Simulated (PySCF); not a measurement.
C2H3O, SMILES [CH2]C=O, multiplicity 2.

Geometry optimised at B3LYP-D3(BJ)/def2-TZVP. The isomer is the one that the SMILES or the coordinates give; other isomers of the formula were not compared.

These are TDA-PBE/def2-SVPD in PySCF values and carry that method's errors.

Vertical excitations. Gas-phase values at a fixed geometry.

```
state    energy (eV)  λ (nm)      f                               main pairs
-------  -----------  ------  -----  ---------------------------------------
root 1          0.95    1308  0.000                        β HOMO→LUMO 100 %
root 2          4.64     267  0.006   α HOMO−1→LUMO 32 %, β HOMO−1→LUMO 65 %
root 3          4.85     256  0.000     α HOMO→LUMO 84 %, β HOMO→LUMO+1 15 %
root 4          4.89     253  0.000                       β HOMO−2→LUMO 99 %
root 5          5.43     228  0.000     α HOMO→LUMO 15 %, β HOMO→LUMO+1 84 %
root 6          5.84     212  0.002                       β HOMO−3→LUMO 98 %
root 7          6.29     197  0.004    α HOMO→LUMO+1 9 %, β HOMO→LUMO+2 84 %
root 8          6.39     194  0.015   α HOMO→LUMO+1 73 %, α HOMO−1→LUMO 17 %
root 9          6.79     183  0.009   α HOMO→LUMO+2 15 %, β HOMO→LUMO+3 82 %
root 10         6.85     181  0.015  α HOMO−1→LUMO+1 92 %, β HOMO−4→LUMO 7 %
```
Unrestricted roots are not spin-pure.
